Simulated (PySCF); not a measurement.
**Ionisation energy of Re⁺ by level of theory**

Re⁺ [Xe] 4f14 5d5 6s1 (7S) → Re²⁺ [Xe] 4f14 5d5 (6S), as a difference of total energies. Calculation: PySCF 2.14, in aug-cc-pwCVDZ-PP with ECP60MDF; scalar relativity through the core potential. Correlated levels: valence: 5s2 5p6 frozen; valence and next inner shell: nothing frozen outside the core potential. The calculations carry no spin-orbit coupling.

Task: Order these methods by the ionisation energy they give, lowest first.
A. r2SCANh
B. MP2 (valence and next inner shell)
C. M06-L
D. PBE0

Result: C (16.358 eV), B (16.750 eV), D (16.828 eV), A (17.075 eV).

Errors of the correlated levels include the incompleteness of this basis and the frozen core.

For comparison: 16.6 ± 0.5 eV (semi-empirical (NIST evaluation); NIST Atomic Spectra Database, ionization energies).
